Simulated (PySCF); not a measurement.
Input of a run on `Bc1ccc(C=C)cc1`: the job's settings, then the atoms in Å.
```
{"job": {"kind": "uv", "xc": "CAM-B3LYP", "basis": "def2-SVPD", "solvent": "cyclohexane", "nstates": 6, "ntriplets": 0}, "charge": 0, "multiplicity": 1}
B     -3.142078     0.083618    -0.001983
C     -1.620148    -0.091589     0.125498
C     -0.889392    -0.858377    -0.803829
C      0.484986    -1.015496    -0.688982
C      1.194866    -0.415486     0.365089
C      2.645180    -0.618313     0.444512
C      3.468153    -0.177824     1.404186
C      0.477528     0.355452     1.298622
C     -0.893811     0.508981     1.177677
H     -3.743357    -0.440166    -0.912717
H     -3.750184     0.747963     0.806929
H     -1.420383    -1.335872    -1.631625
H      1.031504    -1.614691    -1.422172
H      3.073331    -1.199599    -0.379794
H      3.115518     0.402687     2.260832
H      4.538562    -0.390762     1.363457
H      1.004367     0.839569     2.123533
H     -1.433259     1.112159     1.912977
```

Method: TDDFT CAM-B3LYP/def2-SVPD, vertical, IEF-PCM cyclohexane (non-equilibrium linear response), core orbitals frozen in the response (PySCF, density fitting); geometry PBE0-D3(BJ)/def2-SVP, gas phase, not relaxed in the solvent; ε = 2.017, cavity from Bondi-type radii × 1.2. The static polarisability takes the continuum's full static response.

Give the output.

```
coarse grid: 15360 points
cycle   1  E = -334.5473480055  dE =  1.419e+00  |g| = 2.954e-01  |ddm| = 1.805e+01
cycle   2  E = -334.5677367203  dE = -2.039e-02  |g| = 1.961e-01  |ddm| = 3.434e+00
cycle   3  E = -334.5769565981  dE = -9.220e-03  |g| = 6.662e-02  |ddm| = 9.682e-01
cycle   4  E = -334.5779523736  dE = -9.958e-04  |g| = 3.016e-02  |ddm| = 3.225e-01
cycle   5  E = -334.5782040559  dE = -2.517e-04  |g| = 3.654e-03  |ddm| = 1.293e-01
cycle   6  E = -334.5782082395  dE = -4.184e-06  |g| = 1.313e-03  |ddm| = 1.945e-02
final grid: 149224 points
cycle   7  E = -334.6509960534  dE = -3.802e-05  |g| = 3.428e-03  |ddm| = 2.356e-01
cycle   8  E = -334.6509969311  dE = -8.777e-07  |g| = 3.185e-03  |ddm| = 3.402e-02
cycle   9  E = -334.6509996386  dE = -2.707e-06  |g| = 3.663e-04  |ddm| = 1.406e-02
cycle  10  E = -334.6509996674  dE = -2.876e-08  |g| = 2.093e-04  |ddm| = 1.680e-03
cycle  11  E = -334.6509996801  dE = -1.273e-08  |g| = 4.996e-05  |ddm| = 7.432e-04
cycle  12  E = -334.6509996809  dE = -8.599e-10  |g| = 1.750e-05  |ddm| = 2.286e-04
converged SCF energy = -334.6509996809

Static polarisability (au): isotropic 136.467, principal 70.033 125.331 214.037

Singlet excitations
state   eV       nm        f      main configurations
  1   4.3470    285.2   0.75383   H->L 0.96
  2   4.5375    273.2   0.03668   H-1->L 0.85, H->L+1 0.10
  3   5.5616    222.9   0.00001   H-3->L 0.85
  4   5.6272    220.3   0.00106   H-4->L 0.90
  5   5.8195    213.0   0.08381   H->L+1 0.83, H-1->L 0.10
  6   6.2928    197.0   0.17976   H->L+2 0.52, H-2->L 0.38
```

The cycles run first on a coarse grid and then on the final one, and are numbered through; the first dE on the final grid is taken against the last density's energy on that grid. Energies include the polarisation term of the continuum.

The same input without solvent ends at -334.649181 Eh. What does the continuum change?

The energy falls by 0.001819 Eh, 1.14 kcal/mol; the polarisation term alone is -1.20 kcal/mol. HOMO -8.10 → -8.05 eV, LUMO -1.26 → -1.23 eV, dipole 1.92 → 2.19 D. The SCF took 12 cycles in the solvent and 13 in the gas phase.

On one thread, Arm Neoverse N1 (aarch64), on a shared host, this took 93 s of wall time and 1.3 GiB of memory at its peak. This is the whole response run at CAM-B3LYP/def2-SVPD in cyclohexane, SCF included.

Shape of the structure used: `[BH2:1][c:2]1[cH:3][cH:4][c:5]([CH:6]=[CH2:7])[cH:8][cH:9]1`: C4–C5–C6–C7 -177°.
